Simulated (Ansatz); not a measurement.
CH6CdSi⁺, that is CdMe(SiH3) with one electron fewer. Charge 1, multiplicity 2. Geometry r2SCAN-D4/def2-TZVP, that of the neutral singlet; atoms count from 1.

```
atom   x (Å)   y (Å)   z (Å)
 Cd1   0.057   0.208  -0.080
  C2   0.681   2.062  -0.913
  H3   1.733   2.010  -1.203
  H4   0.561   2.869  -0.187
  H5   0.089   2.300  -1.798
 Si6  -0.662  -1.989   0.885
  H7  -2.058  -1.961   1.407
  H8   0.208  -2.418   2.018
  H9  -0.608  -3.081  -0.129
```

In the def2 sets Cd takes a core potential; there is no spin–orbit coupling.

Question: Estimate the Mulliken populations from the PBE0/def2-TZVP orbitals of Ansatz.

Answer: 
```tsv
atom	charge (e)	spin (α − β)	d electrons
Cd1	0.69	0.00	9.95
C2	-0.53	0.53	–
H3	0.20	0.00	–
H4	0.20	0.00	–
H5	0.20	0.00	–
Si6	-0.01	0.41	–
H7	0.08	0.02	–
H8	0.08	0.02	–
H9	0.08	0.03	–
```
Mulliken values depend strongly on the basis.

Question: Where does the spin sit?

Answer: Summed by element: Cd 0.00, C 0.53, H 0.07, Si 0.41, of 1 unpaired in all. Largest on single atoms: C2 0.53, Si6 0.41, H9 0.03.

Question: And the Mayer bond orders between heavy atoms (over 0.3)?

Answer: Cd1–C2 0.68 (2.13 Å); Cd1–Si6 0.61 (2.50 Å).
